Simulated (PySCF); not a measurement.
Ligand exchange on a metal centre used in film growth or etching (Y OH-NH2). All species are isolated molecules in the gas phase. One relaxed conformer stands for each flexible species; it need not be the lowest.

Quantity: redistribution energy (mixed species minus the weighted end members), in kcal/mol.

Level 1: PBE-D3(BJ)/def2-TZVP // TPSS-D3(BJ)/def2-SVP (PySCF)
Level 2: M06-2X/6-31G* (LANL2DZ on Y) // TPSS-D3(BJ)/def2-SVP (PySCF)
Level 3: PBE/6-31G* (LANL2DZ on Y) // TPSS-D3(BJ)/def2-SVP (PySCF)
Level 4: HF/6-31G* (LANL2DZ on Y) // TPSS-D3(BJ)/def2-SVP (PySCF)

| species | level 1 | level 2 | level 3 | level 4 |
|---|---|---|---|---|
| 2 of 3 OH replaced by NH2: [Y(OH)(NH2)2] | -0.37 | -0.72 | -0.67 | -0.64 |
